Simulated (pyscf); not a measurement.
**HO–S•, doublet**

Gas-phase minimum from PySCF at ωB97X-D3(BJ)/def2-SVP, one conformer. 

```
O
H 1 0.9693
S 1 1.6400 2 108.63
```
Charge 0, spin multiplicity 2.

Properties at ωB97X-D3(BJ)/def2-SVP:

- Harmonic wavenumbers, unscaled: 906, 1174, 3815 cm⁻¹
- Zero-point energy: 8.4 kcal/mol
- Rotational symmetry number: 1
- Entropy of this conformer at 298 K and 1 atm, rigid rotor and harmonic oscillator, modes under 100 cm⁻¹ raised to 100: 239.9 J/(mol K)
- Dipole moment: 1.73 D
- Spin expectation value S2: 0.753

Single-point totals, which compare only within one level (frozen core for MP2 and CC):

| level | total energy (hartree) |
|---|---|
| ωB97X-D3(BJ)/def2-TZVP | -474.02224 |
| PBE/def2-TZVP | -473.75984 |
| r²SCAN/def2-TZVP | -473.93992 |
| B3LYP-D3(BJ)/def2-TZVP | -474.02635 |
| PBE0-D3(BJ)/def2-TZVP | -473.78667 |
| M06-2X/def2-TZVP | -473.95455 |
| ωB97M-D3(BJ)/def2-TZVP | -474.06671 |
| UHF/def2-TZVPP | -472.97709 |
| MP2/def2-TZVPP | -473.36710 |
| CCSD/def2-TZVPP | -473.38851 |
| CCSD(T)/def2-TZVPP | -473.40533 |

The CCSD(T) − MP2 part came from Ansatz, without density fitting, on the same reference.
